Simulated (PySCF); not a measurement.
## Which determinant of SnS lies lowest?

Unrestricted PBE0; PySCF, spin-free X2C with a Gaussian nucleus, basis sets Sn x2c-TZVPPall, S x2c-TZVPPall. Outer shells of the fragments: Sn 4d10 5s2 5p2; S 3s2 3p4.

Followed along the bond (rough minima from three points):

| 2Ms+1 | unpaired | ⟨S²⟩ at the start | R at minimum (Å) | Te (eV) |
| --- | --- | --- | --- | --- |
| 1 | none | 0.00 | 2.21 | 0.00 |
| 3 | π ↑↑ | 2.01 | none in the scan | ≤ 2.20 |
| 5 | σ ↑, π ↑↑↑ | 6.01 | none in the scan | ≤ 4.82 |

Solutions found at the starting distance of 2.335 Å, counted from the lowest of them; the search is not exhaustive and high or unbound solutions are not listed, so other states can lie among these:

| 2Ms+1 | unpaired | term | E (eV) | ⟨S²⟩ | ⟨Lz²⟩ | μ (D) |
| --- | --- | --- | --- | --- | --- | --- |
| 1 | none | ¹Σ⁺ | 0.00 | 0.00 | 0.00 | -3.96 |
| 3 | π ↑↑ | mixed | 2.10 | 2.01 | 2.02 | -1.05 |
| 3 | π ↑↑ | mixed | 2.37 | 2.01 | 2.01 | -1.21 |
| 1 | π ↑↓ | mixed | 2.41 | 1.01 | 2.02 | -1.26 |
| 3 | σ ↑, π ↑ | ³Π | 2.62 | 2.01 | 1.01 | -2.91 |
| 1 | σ ↓, π ↑ | mixed | 2.83 | 1.02 | 1.01 | -2.77 |
| 5 | σ ↑, π ↑↑↑ | ⁵Π | 4.86 | 6.01 | 1.01 | 0.26 |
| 3 | σ ↑, π ↑ | ³Π | 5.20 | 2.01 | 1.02 | -0.74 |
| 3 | σ ↑↑ | ³Σ⁺ | 5.34 | 2.01 | 0.00 | -1.94 |
| 1 | σ ↓, π ↑ | mixed | 5.36 | 1.01 | 1.02 | -0.71 |
| 5 | π ↑↑↑↑ | ⁵Σ⁺ | 5.58 | 6.01 | 0.00 | 3.59 |
| 1 | σ ↓, π ↑↑↓ | mixed | 5.70 | 2.02 | 3.03 | 0.53 |
| 5 | σ ↑↑, π ↑↑ | mixed | 7.35 | 6.01 | 2.02 | 0.87 |
| 5 | σ ↑↑, π ↑↑ | mixed | 7.60 | 6.01 | 2.01 | 0.79 |

A term symbol is given only where ⟨S²⟩ and ⟨Lz²⟩ are close to those of a pure state; real π, δ and φ orbitals otherwise mix terms. A positive dipole means Sn(−)S(+).

The measured ground state is X ¹Σ+ (Huber and Herzberg, Constants of Diatomic Molecules (1979)).

Spin–orbit coupling is left out. Counting both spins, an empty level lies below a filled one in some of these solutions, because spin and occupation are held.
